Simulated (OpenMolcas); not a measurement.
## 4f11 along the 65-electron sequence

- Program: OpenMolcas 26.06
- Method: MS-CASPT2, IPEA 0.25 Eh, imaginary shift 0.1 Eh
- Basis: ANO-RCC-VTZP
- Scalar Hamiltonian: DKH2, point nucleus
- Spin-orbit coupling: RASSI with atomic mean-field integrals over the reference wave functions, term energies averaged over their components

Active space for each ion: 11 electrons in 7 orbitals (4f); closed shells correlated by CASPT2: 5s 5p.

Computed levels in cm-1 above 4I* 15/2:

```tsv
Level	Ho2+	Er3+	Tm4+
4I* 13/2	5580	6620	7760
4I* 11/2	8790	10320	11920
4F* 9/2	14120	16090	18110
2H* 11/2(1)	17610	20210	22730
4S* 3/2	17650	20060	22230
4F* 7/2	18940	21650	24390
4F* 5/2	20600	23520	26450
4F* 3/2	20900	23870	26820
4G* 11/2	25010	28410	31830
weight of 4I* in the lowest level (%)	98	97	97
```

Mixed levels, with the weight of the term that names them: Ho2+ 4F* 9/2 (63 %), Ho2+ 2H* 11/2(1) (65 %), Ho2+ 4S* 3/2 (70 %), Ho2+ 4F* 3/2 (65 %), Er3+ 4F* 9/2 (61 %), Er3+ 2H* 11/2(1) (60 %), Er3+ 4S* 3/2 (67 %), Er3+ 4F* 3/2 (63 %), Er3+ 4G* 11/2 (74 %), Tm4+ 4F* 9/2 (56 %), Tm4+ 2H* 11/2(1) (55 %), Tm4+ 4S* 3/2 (64 %), Tm4+ 4F* 3/2 (60 %), Tm4+ 4G* 11/2 (70 %).

Measured, with the error of the calculation in %. Measured levels: Ho2+ from Martin, Zalubas and Hagan, Atomic Energy Levels: The Rare-Earth Elements, NSRDS-NBS 60 (1978); whole-number values converted from NIST levels in rydberg listed in Nahar, Atoms 12, 24 (2024); Er3+ from the list in Tchang-Brillet, Wyart, Meftah and Ait Mammar, Atoms 6, 52 (2018).

```json
{"Level": "4I* 13/2", "Ho2+": "5439 (+2.6)", "Er3+": "6508 (+1.7)"}
{"Level": "4I* 11/2", "Ho2+": "8644 (+1.7)", "Er3+": "10172 (+1.4)"}
{"Level": "4F* 9/2", "Ho2+": "13330 (+6.0)", "Er3+": "15405 (+4.5)"}
{"Level": "2H* 11/2(1)", "Ho2+": "16891 (+4.2)", "Er3+": "19332 (+4.5)"}
{"Level": "4F* 7/2", "Ho2+": "17867 (+6.0)", "Er3+": ""}
{"Level": "4F* 5/2", "Ho2+": "19375 (+6.3)", "Er3+": ""}
{"Level": "4G* 11/2", "Ho2+": "", "Er3+": "26708 (+6.4)"}
```

The fine-structure level 4I* 11/2 changes by a factor of 1.36 from Ho2+ to Tm4+. Its fourth root runs 9.68, 10.08, 10.45, with steps per unit of Z of 0.40, 0.37; equal steps would mean a (Z - σ)^4 law with constant σ.

4F* 9/2 changes by a factor of 1.28 over the same range, with steps per unit of Z of +1970, +2020 cm-1.

CASPT2 breaks the degeneracy within a term, and the mean is taken; among the terms shown or strongly mixed into the levels shown the widest spread is 770 cm-1 (4f11 4I*, Ho2+). Blocks of more than 70 roots (2S+1 = 2 odd) ran without multistate coupling. High states are left out of the spin-orbit mixing, which shifts the levels that they would mix with. Measured partners are found by configuration, term and J. A level has none where our copy of the source lacks it or the pairing is in doubt (some pairs that miss far off the trend of their configuration count as doubtful), and it then counts in no deviation. Levels of configurations outside the active space are missing.

A number in round brackets counts repeated terms of one configuration in the order of the reference energies. * marks odd parity.
